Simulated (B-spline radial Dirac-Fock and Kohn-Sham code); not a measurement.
**Relative intensities of the L1 lines, Pd to Sm**

Model: a relativistic independent-particle model: LDA orbitals of the hole state, radiative multipoles to third order, Auger rates from the Coulomb interaction with a continuum orbital, Dirac-Fock energies. Program: a radial finite-basis atomic code. Each entry is the share of the radiative L1 rate in per cent; values in brackets are the Scofield rates tabulated in xraylib.

```
 Z  element          Lβ4          Lβ3          Lγ2          Lγ3  radiative width (eV)
46       Pd  31.1 (31.3)  52.2 (52.4)  5.53 (5.42)  9.35 (9.17)                0.0704
47       Ag  31.0 (31.2)  51.8 (52.0)  5.69 (5.58)  9.58 (9.38)                0.0790
48       Cd  31.0 (31.2)  51.4 (51.6)  5.85 (5.76)  9.80 (9.62)                0.0885
49       In  30.9 (31.2)  50.8 (51.1)  6.00 (5.92)  10.0 (9.85)                0.0989
50       Sn  30.8 (31.1)  50.3 (50.6)  6.14 (6.07)  10.2 (10.0)                 0.110
51       Sb  30.7 (31.0)  49.7 (50.0)  6.28 (6.22)  10.3 (10.2)                 0.123
52       Te  30.6 (30.8)  49.1 (49.4)  6.40 (6.35)  10.5 (10.4)                 0.137
53        I  30.5 (30.8)  48.5 (48.6)  6.52 (6.50)  10.6 (10.6)                 0.152
54       Xe  30.3 (30.5)  47.9 (48.2)  6.62 (6.59)  10.7 (10.7)                 0.168
55       Cs  30.3 (30.4)  47.4 (47.6)  6.74 (6.70)  10.9 (10.8)                 0.186
56       Ba  30.2 (30.4)  46.8 (47.0)  6.86 (6.82)  11.0 (10.9)                 0.205
57       La  30.1 (30.3)  46.3 (46.5)  6.97 (6.95)  11.1 (11.0)                 0.225
58       Ce  30.3 (30.5)  46.1 (46.4)  7.04 (6.99)  11.1 (11.0)                 0.246
59       Pr  30.5 (30.5)  46.0 (46.2)  7.07 (7.08)  11.0 (11.0)                 0.267
60       Nd  30.6 (30.8)  45.7 (45.8)  7.14 (7.13)  11.0 (11.0)                 0.290
61       Pm  30.8 (30.9)  45.5 (45.6)  7.20 (7.20)  11.0 (11.0)                 0.315
62       Sm  30.9 (31.0)  45.2 (45.3)  7.26 (7.27)  11.0 (11.0)                 0.342
```

Values without a named source are computed, but for edge energies of neutral atoms, which are taken from tables.
